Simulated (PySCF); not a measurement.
PySCF input for B(F)2(OEt) (C2H5BF2O), SMILES CCOB(F)F, TPSSh-D3(BJ)/def2-SVP. Coordinates come from a TPSSh-D3(BJ)/def2-SVP optimisation. The values are those of a single conformer.

```python
import numpy as np
from pyscf import gto, scf, dft, df
from pyscf.hessian import thermo

mol = gto.M(
    atom='''
    B     0.59644369   -0.16979810    0.74733537
    F    -0.18361799   -1.20745638    1.06163324
    F     1.81063187   -0.12055542    1.27963099
    O     0.19235273    0.81066667   -0.07616295
    C    -1.09755242    0.77695737   -0.70207780
    C    -1.04417236    0.00900140   -2.01142080
    H    -1.83328349    0.33047630   -0.01374222
    H    -1.37783575    1.82662650   -0.87276781
    H    -0.79598834   -1.04877578   -1.83281941
    H    -2.02159676    0.05167450   -2.51688931
    H    -0.28511215    0.44000905   -2.68154078
    ''',
    basis='def2-SVP',
    charge=0,
    spin=0,
    max_memory=1600,
    verbose=3,
)
mf = dft.RKS(mol, xc='tpssh').density_fit(auxbasis='def2-universal-jkfit')
mf.disp = 'd3bj'
mf.grids.level = 4
mf.conv_tol = 1e-11
mf.max_cycle = 100
mf.kernel()

# [left out here: the lines that compute and print the analytic Hessian (its translational invariance restored by hand, since the grid's response is missing), thermochemistry and intensities]
```

Output:

```
converged SCF energy = -378.880549885101

WARN: MGGA Hessian is sensitive to dft grids. grids.level 4 may not be dense enough.


WARN: DFTD3 does not support analytical Hessian, using finite difference


WARN: Mole.unit (angstrom) is changed to Bohr

Mode                                 0                   1                   2
Irrep
Freq [cm^-1]                       46.6211            104.9025            192.0035
Reduced mass [au]                   3.2065              5.5680              1.9755
Force const [Dyne/A]                0.0041              0.0361              0.0429
Char temp [K]                      67.0773            150.9314            276.2503
Normal mode                   x     y     z       x     y     z       x     y     z
       0   B                 0.00 -0.01  0.02   -0.03  0.02  0.00    0.02  0.03 -0.02
       1   F                -0.00  0.02  0.12   -0.03  0.03  0.03   -0.05  0.07 -0.07
       2   F                 0.02  0.00 -0.02    0.03 -0.05 -0.12   -0.00 -0.04  0.03
       3   O                -0.01 -0.06 -0.03   -0.07  0.06  0.08    0.05  0.04 -0.03
       4   C                -0.02 -0.07 -0.00   -0.03 -0.01  0.00    0.00 -0.08  0.06
       5   C                 0.01  0.11 -0.10    0.12 -0.03  0.02    0.01 -0.02  0.03
       6   H                 0.03 -0.22 -0.04   -0.06 -0.04 -0.04    0.12 -0.22  0.10
       7   H                -0.11 -0.07  0.15   -0.07 -0.03 -0.04   -0.16 -0.11  0.14
       8   H                 0.10  0.11 -0.25    0.17 -0.01  0.07    0.33  0.04 -0.05
       9   H                -0.00  0.10 -0.08    0.17 -0.11 -0.07   -0.09 -0.28  0.19
      10   H                -0.04  0.26 -0.06    0.16 -0.00  0.08   -0.23  0.21 -0.09
Mode                                 3                   4                   5
Irrep
Freq [cm^-1]                      282.9669            386.8717            466.9660
Reduced mass [au]                   1.3498              4.7538              5.7098
[...]
       3   O                -0.06 -0.08  0.02    0.06 -0.03  0.07   -0.09  0.00 -0.06
       4   C                 0.07  0.02 -0.01   -0.02  0.04  0.07    0.05  0.08  0.14
       5   C                 0.03  0.04  0.01   -0.06 -0.04 -0.12    0.05 -0.07 -0.08
       6   H                 0.08 -0.31 -0.21    0.02  0.07  0.14    0.09  0.09  0.20
       7   H                -0.09  0.04  0.31    0.09  0.09  0.20   -0.03  0.07  0.14
       8   H                -0.13  0.06  0.34    0.11  0.02  0.05   -0.04 -0.12 -0.25
       9   H                -0.07 -0.04  0.20    0.08 -0.29 -0.42   -0.01  0.05  0.04
      10   H                -0.01 -0.31 -0.26    0.09 -0.05  0.05   -0.05 -0.09 -0.22
Mode                                12                  13                  14
Irrep
Freq [cm^-1]                     1128.6168           1188.0264           1315.4370
Reduced mass [au]                   2.4657              1.6979              1.1160
Force const [Dyne/A]                1.8505              1.4119              1.1378
Char temp [K]                    1623.8283           1709.3055           1892.6209
Normal mode                   x     y     z       x     y     z       x     y     z
       0   B                -0.01  0.03 -0.02    0.00  0.04 -0.02    0.00 -0.04  0.03
       1   F                -0.01 -0.02  0.01   -0.01 -0.02  0.01    0.01  0.02 -0.01
       2   F                 0.02 -0.00  0.01    0.01 -0.00  0.00   -0.01  0.00 -0.00
       3   O                -0.09  0.02 -0.02   -0.00  0.04 -0.02   -0.01 -0.02  0.01
       4   C                 0.16 -0.03 -0.03   -0.01 -0.12  0.07   -0.01 -0.00  0.01
       5   C                -0.10  0.03  0.02    0.01  0.09 -0.05    0.02  0.06 -0.03
       6   H                 0.25 -0.04  0.06   -0.29  0.22  0.01    0.33  0.15  0.45
       7   H                 0.05 -0.05  0.01    0.41 -0.04 -0.07   -0.41 -0.19 -0.52
       8   H                 0.18  0.11  0.15   -0.08  0.12  0.31   -0.06  0.07  0.16
       9   H                 0.07 -0.15 -0.29   -0.05 -0.19  0.05   -0.03 -0.08  0.04
      10   H                 0.12  0.09  0.30    0.08 -0.24 -0.17    0.04 -0.14 -0.14
Mode                                15                  16                  17
Irrep
Freq [cm^-1]                     1376.2634           1414.1341           1428.1483
Reduced mass [au]                   1.3881              1.4196              5.1512
Force const [Dyne/A]                1.5491              1.6726              6.1903
Char temp [K]                    1980.1366           2034.6241           2054.7874
Normal mode                   x     y     z       x     y     z       x     y     z
       0   B                -0.02 -0.08  0.04   -0.03 -0.07  0.03    0.21  0.12  0.02
       1   F                 0.01  0.02 -0.01    0.01  0.02 -0.01   -0.04 -0.05  0.01
       2   F                 0.00  0.00  0.00    0.01  0.00  0.00   -0.07 -0.01 -0.03
       3   O                 0.00  0.02 -0.03    0.00  0.02 -0.02   -0.00 -0.02  0.01
       4   C                 0.05  0.02  0.08    0.03  0.02  0.06    0.01  0.03  0.04
       5   C                -0.03  0.04  0.05   -0.02 -0.05 -0.11   -0.01 -0.01 -0.02
       6   H                -0.33 -0.14 -0.42   -0.21 -0.02 -0.20   -0.04 -0.15 -0.13
       7   H                -0.22 -0.11 -0.31   -0.16 -0.05 -0.11   -0.06 -0.03 -0.24
       8   H                 0.05 -0.01 -0.26    0.12  0.06  0.35    0.06  0.02  0.07
       9   H                 0.11 -0.18 -0.25   -0.23  0.21  0.34   -0.01  0.07 -0.02
      10   H                -0.03 -0.22 -0.12    0.21  0.21  0.33   -0.00  0.03  0.02
Mode                                18                  19                  20
Irrep
Freq [cm^-1]                     1480.3206           1489.7167           1496.2267
Reduced mass [au]                   1.0573              1.3587              1.1999
Force const [Dyne/A]                1.3651              1.7766              1.5827
Char temp [K]                    2129.8517           2143.3707           2152.7371
Normal mode                   x     y     z       x     y     z       x     y     z
       0   B                 0.03  0.00  0.01    0.09 -0.05  0.07   -0.04  0.05 -0.06
       1   F                -0.00 -0.00  0.00   -0.00  0.00 -0.00   -0.00 -0.01  0.00
       2   F                -0.01 -0.00 -0.00   -0.03 -0.00 -0.01    0.02 -0.00  0.01
       3   O                -0.01  0.00 -0.00   -0.02  0.03 -0.03    0.02 -0.03  0.03
       4   C                 0.00  0.02 -0.02    0.03 -0.04 -0.05   -0.04  0.01  0.00
       5   C                 0.01  0.04 -0.01   -0.01  0.01  0.02   -0.05  0.02  0.00
       6   H                 0.03 -0.01 -0.01   -0.19  0.49  0.09    0.09 -0.15  0.03
       7   H                -0.02  0.03  0.06   -0.31 -0.04  0.42    0.11  0.03 -0.11
       8   H                -0.32 -0.11 -0.36    0.25  0.04 -0.11    0.52  0.10 -0.25
       9   H                -0.19 -0.57  0.32   -0.02  0.13  0.06   -0.12  0.17  0.19
      10   H                 0.34 -0.02  0.33    0.09 -0.23 -0.03    0.30 -0.49  0.06
Mode                                21                  22                  23
Irrep
Freq [cm^-1]                     1541.4801           3039.5741           3054.0675
Reduced mass [au]                   2.1842              1.0356              1.0615
Force const [Dyne/A]                3.0579              5.6371              5.8334
Char temp [K]                    2217.8466           4373.2703           4394.1232
Normal mode                   x     y     z       x     y     z       x     y     z
       0   B                 0.07 -0.13  0.12   -0.00  0.00 -0.00   -0.00  0.00 -0.00
       1   F                 0.01  0.02 -0.01   -0.00 -0.00 -0.00   -0.00 -0.00  0.00
       2   F                -0.03  0.00 -0.01    0.00 -0.00  0.00    0.00 -0.00  0.00
       3   O                -0.05  0.07 -0.06    0.00 -0.00  0.00    0.00 -0.00  0.00
       4   C                -0.04  0.01 -0.00   -0.00 -0.00  0.00    0.05 -0.01 -0.04
       5   C                 0.00 -0.00  0.00    0.00  0.03  0.04   -0.01  0.00  0.00
       6   H                 0.25 -0.29  0.12    0.03  0.02 -0.03   -0.53 -0.35  0.52
       7   H                 0.46  0.12 -0.06    0.01 -0.02  0.01   -0.12  0.49 -0.09
       8   H                 0.08  0.01 -0.03    0.13 -0.56  0.11    0.01 -0.04  0.01
       9   H                -0.02  0.08  0.05   -0.51  0.03 -0.26    0.03 -0.00  0.01
      10   H                 0.02 -0.07 -0.02    0.37  0.22 -0.32    0.05  0.03 -0.05
Mode                                24                  25                  26
Irrep
Freq [cm^-1]                     3111.4367           3130.6187           3139.3286
Reduced mass [au]                   1.1070              1.1032              1.1063
Force const [Dyne/A]                6.3140              6.3702              6.4241
Char temp [K]                    4476.6647           4504.2633           4516.7949
Normal mode                   x     y     z       x     y     z       x     y     z
       0   B                 0.00  0.00  0.00    0.00 -0.00  0.00    0.00  0.00  0.00
       1   F                -0.00 -0.00  0.00   -0.00  0.00 -0.00   -0.00 -0.00 -0.00
       2   F                -0.00 -0.00 -0.00   -0.00 -0.00 -0.00   -0.00 -0.00 -0.00
       3   O                -0.00 -0.00 -0.00    0.00 -0.00  0.00   -0.00 -0.00  0.00
       4   C                 0.01  0.07 -0.03   -0.00  0.02 -0.01    0.01  0.03 -0.02
       5   C                 0.00 -0.04  0.02   -0.08  0.03 -0.02    0.04  0.06 -0.04
       6   H                -0.29 -0.17  0.27   -0.04 -0.02  0.04   -0.15 -0.09  0.15
       7   H                 0.17 -0.68  0.11    0.06 -0.22  0.03    0.07 -0.29  0.05
       8   H                -0.08  0.33 -0.06    0.09 -0.46  0.08    0.12 -0.46  0.08
       9   H                -0.11 -0.00 -0.05    0.66 -0.03  0.34   -0.14  0.02 -0.08
      10   H                 0.18  0.10 -0.15    0.18  0.12 -0.17   -0.48 -0.27  0.42
temperature 298.1500 [K]
pressure 101325.00 [Pa]
Rotational constants [GHz] 7.01579 2.18014 1.90198
Symmetry number 1
Zero-point energy (ZPE) 0.08123 [Eh]   213276.176 [J/mol]
                           tot       elec      trans        rot        vib
Entropy [J/mol/K]       342.563      0.000    165.391    112.150     65.022
Cv [J/mol/K]             90.261      0.000     12.472     12.472     65.318
Cp [J/mol/K]             98.575      0.000     20.786     12.472     65.318
Internal energy [J/mol]                      3718.434   3718.434 223251.809
Internal energy [Eh]   -378.79269  -378.88055
Enthalpy [J/mol]                             6197.391   3718.434 223251.809
Enthalpy [Eh]          -378.79174
Gibbs free energy [J/mol]                  -43113.886 -29719.223 203865.438
Gibbs free energy [Eh] -378.83064
static polarisability / bohr^3: [[37.46  -1.427  5.332]
 [-1.429 33.666 -2.279]
 [ 5.332 -2.278 37.724]]
largest difference of analytic and finite-field dipole derivatives / e: 0.0006415650912674487
mode   freq/cm-1   IR/(km/mol)   Raman/(A^4/amu)   depolarisation
   1       46.62         0.022             0.169            0.596
   2      104.90         0.227             0.173            0.683
   3      192.00         2.297             0.139            0.463
   4      282.97         1.923             0.098            0.695
   5      386.87         4.519             0.788            0.442
   6      466.97        10.345             0.474            0.741
   7      531.59         2.434             0.999            0.585
   8      674.01        70.277             0.580            0.730
   9      786.15         6.821             4.652            0.119
  10      818.07         6.406             2.488            0.085
  11      939.44         3.551             3.679            0.692
  12     1094.00        32.495             4.749            0.387
  13     1128.62        37.785             1.811            0.331
  14     1188.03         1.600             0.880            0.664
  15     1315.44         7.612             9.635            0.749
  16     1376.26       105.310             1.411            0.244
  17     1414.13        62.461             4.501            0.627
  18     1428.15       318.466             0.845            0.743
  19     1480.32        13.181            16.261            0.747
  20     1489.72       150.863            17.000            0.730
  21     1496.23        76.081             6.572            0.657
  22     1541.48       335.166             3.052            0.484
  23     3039.57        12.830           122.622            0.012
  24     3054.07        32.391           118.622            0.092
  25     3111.44         6.305           128.573            0.705
  26     3130.62        25.742            69.463            0.662
  27     3139.33        28.728            22.488            0.671
max |gradient| / (hartree/bohr): 4.6077613228237476e-05
APT charges: [ 1.5669 -0.5498 -0.5946 -0.9201  0.596   0.0168 -0.0509 -0.0441 -0.0088
 -0.0074 -0.0041]
```

The calculation finished and met its thresholds.
